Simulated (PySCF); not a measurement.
Match the calculated data to a structure.

All candidates are C5H7BO2.

| technique | computed result |
| --- | --- |
| Rotational structure | rotational constants A, B, C: 7.723, 0.635, 0.592 GHz [PBE0-D3(BJ)/def2-SVP] |
| 1H NMR | chemical shifts (computed TMS as zero) by class: 6.49 (1 H), 5.63 (1 H), 2.89 (2 H), 1.91 (3 H) ppm [GIAO PBE0/pcSseg-1] |
| Dipole | 0.97 D [B3LYP/def2-SVPD] |
| 13C NMR | chemical shifts (computed TMS as zero) by class: 154.8 (1 C), 118.6 (1 C), 102.9 (1 C), 96.6 (1 C), 22.2 (1 C) ppm [GIAO PBE0/pcSseg-1] |
| Couplings | largest of the computed one-bond spin–spin couplings (means over like bonds): 13C–13C +170.4, 13C–1H +168.1, 13C–1H +163.4, 13C–11B +138.9, 13C–1H +133.6 (×3), 13C–13C +96.4, 17O–1H -79.9 (×2), 13C–13C +78.5 Hz [B3LYP/pcJ-1, spin–dipole term left out for some pairs] |
| NMR, other nuclei | isotropic shieldings of nuclei other than C and H, by class: 81 (1 B), 209 (2 O) ppm [GIAO PBE0/pcSseg-1] |
| Triplet | lowest triplet excitation (Tamm–Dancoff): 3.16 eV [TDA B3LYP/def2-SVPD] |

Electronic properties: PySCF, gas phase, density fitting. Levels stand in brackets. One conformer (not necessarily the lowest) at the PBE0-D3(BJ)/def2-SVP geometry, without solvent, vibrations or thermal averaging. NMR values are class means; diastereotopic atoms form classes of their own.

Question: Which candidate is it?
A. `C#C/C(C)=C/B(O)O`
B. `C/C=C\C#CB(O)O`
C. `C#C/C(C)=C\B(O)O`
D. `C/C=C/C#CB(O)O`

Answer: D. It is `C/C=C/C#CB(O)O`. Numbering: `[CH3:1]/[CH:2]=[CH:3]/[C:4]#[C:5][B:6]([OH:7])[OH:8]`. 5 carbons fall into 5 classes; from least to most shielded: alkene CH carbon [C2] (154.8 ppm), alkene CH carbon [C3] (118.6 ppm), alkyne carbon [C4] (102.9 ppm), alkyne carbon [C5] (96.6 ppm), allylic carbon [C1] (22.2 ppm). Hydrogen classes from least to most shielded: 1 H on an alkene CH carbon, C2 (6.49 ppm), 1 H on an alkene CH carbon, C3 (5.63 ppm), 2 H on 2 boron-bound oxygens, O7/O8 (2.89 ppm), 3 H on an allylic carbon, C1 (1.91 ppm). The other shieldings belong to: 81 ppm, three-coordinate boron [B6]; 209 ppm, boron-bound oxygen [O7/O8]. The couplings run between: +170.4 Hz, alkyne carbon [C4] and alkyne carbon [C5]; +168.1 Hz, alkene CH carbon [C3] and its hydrogen; +163.4 Hz, alkene CH carbon [C2] and its hydrogen; +138.9 Hz, alkyne carbon [C5] and three-coordinate boron [B6]; +133.6 Hz, allylic carbon [C1] and its hydrogen (with 2 like pairs); +96.4 Hz, alkene CH carbon [C3] and alkyne carbon [C4]; -79.9 Hz, boron-bound oxygen [O7] and its hydrogen (with 1 like pair); +78.5 Hz, alkene CH carbon [C2] and alkene CH carbon [C3]. The optimised geometry has point group C1 and is an asymmetric top.

The others, at the same levels:
- `C/C=C\C#CB(O)O` fails: its computed 13C shifts are 157.2 (1 C), 116.2 (1 C), 102.3 (1 C), 100.9 (1 C), 19.5 (1 C) ppm, 1H shifts are 6.31 (1 H), 5.57 (1 H), 3.89 (2 H), 2.13 (3 H) ppm and rotational constant A is 4.897 GHz (against 7.723 GHz).
- `C#C/C(C)=C\B(O)O` fails: its computed 13C shifts are 148.8 (1 C), 136.7 (1 C), 97.4 (1 C), 85.7 (1 C), 31.6 (1 C) ppm, 1H shifts are 5.45 (1 H), 3.60 (1 H), 3.58 (2 H), 2.03 (3 H) ppm and rotational constant A is 3.155 GHz (against 7.723 GHz).
- `C#C/C(C)=C/B(O)O` fails: its computed 13C shifts are 152.7 (1 C), 135.9 (1 C), 90.2 (1 C), 89.2 (1 C), 23.6 (1 C) ppm, 1H shifts are 5.69 (1 H), 3.70 (2 H), 3.24 (1 H), 2.38 (3 H) ppm and rotational constant A is 4.362 GHz (against 7.723 GHz).

Each candidate is one conformer, not necessarily the lowest. The conformers computed, where there is a choice (atom-mapped SMILES and torsion angles):
- `[CH3:1]/[CH:2]=[CH:3]/[C:4]#[C:5][B:6]([OH:7])[OH:8]`: H–O7–B6–C5 180°, H–O8–B6–C5 -179°
- `[CH3:1]/[CH:2]=[CH:3]\[C:4]#[C:5][B:6]([OH:7])[OH:8]`: H–O7–B6–C5 0°, H–O8–B6–C5 180°
- `[CH:1]#[C:2]/[C:3]([CH3:4])=[CH:5]\[B:6]([OH:7])[OH:8]`: C3–C5–B6–O7 179°, H–O7–B6–C5 0°, H–O8–B6–C5 180°
- `[CH:1]#[C:2]/[C:3]([CH3:4])=[CH:5]/[B:6]([OH:7])[OH:8]`: C3–C5–B6–O7 -7°, H–O7–B6–C5 179°, H–O8–B6–C5 -1°
